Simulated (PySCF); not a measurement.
## How methods differ on the excitation energy of Mn²⁺

Mn²⁺ [Ar] 3d5 (6S) → Mn²⁺ [Ar] 3d4 4s1 (6D), as a difference of total energies. Computed with PySCF 2.14 in aug-cc-pVTZ (8s7p5d3f2g, 93 functions), with the non-relativistic Hamiltonian (point nucleus). Correlated levels: valence: [Ar] frozen. The calculations carry no spin-orbit coupling.

| method | excitation energy (eV) |
| --- | --- |
| UHF | 7.683 |
| MP2 (valence) | 8.169 |
| SCS-MP2 (valence) | 7.845 |
| CCSD (valence) | 8.150 |
| CCSD(T) (valence) | 8.157 |

Question: How much does correlation contribute at CCSD(T) (valence)?

Answer: 8.157 − (7.683) = 0.474 eV, measured against UHF.
